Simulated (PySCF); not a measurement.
C₂H₁₀AlAs.
Bonds: C1–Al2, Al2–As3, As3–C4. Hydrogens: H5, H6, H7 on C1; H8, H9 on Al2; H10, H11 on As3; H12, H13, H14 on C4.

Theory: PBE0-D3(BJ)/def2-SVP geometry optimisation, gas phase in PySCF 2.14.0.

Q: How far are the bound atoms from Al2?

A: 4 atoms: H8 1.609 Å, H9 1.610 Å, C1 1.980 Å, As3 2.607 Å. The nearest atom not counted as bound is H7, at 2.59 Å (others tie with it).

Q: List the angles at Al2.

A: 
| angle | degrees | distance of the outer atoms (Å) |
| --- | --- | --- |
| C1–Al2–H9 | 119.8 | 3.11 |
| C1–Al2–H8 | 119.7 | 3.11 |
| H8–Al2–H9 | 115.8 | 2.73 |
| C1–Al2–As3 | 105.4 | 3.67 |
| As3–Al2–H8 | 93.2 | 3.14 |
| As3–Al2–H9 | 92.5 | 3.12 |

Q: Describe the arrangement about Al2 in numbers.

A: Angles from 92.5° to 119.8°; τ4 = (360° − α − β)/141° = 0.85 with α and β the two widest (0 for a square, 1 for a tetrahedron).

Q: What are the other bond lengths?

A: As3–C4 1.944 Å; C1–H5, C1–H6, C1–H7 1.103 Å; As3–H10 1.514 Å; As3–H11 1.514 Å; C4–H12, C4–H13, C4–H14 1.098 Å.

Q: Give some angles away from the centre.

A: Al2–As3–C4 112.3°.

Q: What are the rotational constants (commonest isotopes, rigid rotor)?

A: A = 7303, B = 1504, C = 1309 MHz: a near-prolate asymmetric top.

Point group: near Cs, missed by 0.13 Å at most; the miss may be what the optimiser left on a soft mode. Charge 0, singlet. No PBE0-D3(BJ)/def2-SVP frequencies stand behind this structure, so it isn't proved a minimum.

The values belong to the conformer `[H][As+:3]([H])([AlH2-:2][CH3:1])[CH3:4]`: C1–Al2–As3–C4 179°.
